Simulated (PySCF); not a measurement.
W(OMe)(H)5 (CH₈OW), SMILES [WH5][O]C, multiplicity 1.

Geometry: B3LYP-D3(BJ)/def2-SVP. The spin state was assumed, not searched. The structure was generated by enumeration; whether it is a known compound was not checked. The def2 effective core potentials stand for the cores of W; spin–orbit coupling is left out.

These are PBE/def2-TZVPD (PySCF) values and carry that method's errors.

Gas-phase values at a fixed geometry.

```json
{
  "total_energy": "-185.12907 hartree",
  "point_group": "Cs",
  "highest_occupied_level": "-6.61 eV",
  "lowest_empty_level": "-3.13 eV",
  "orbital_gap": "3.49 eV",
  "dipole_moment": "2.85 D",
  "quadrupole, principal values (traceless, Buckingham form, about the centre of nuclear charge)": "-4.19, -3.76, 7.95 D·Å",
  "mean_static_polarisability": "73.5 bohr³ (10.89 Å³)",
  "polarisability_principal_values": "64.6, 65.5, 90.3 bohr³"
}
```
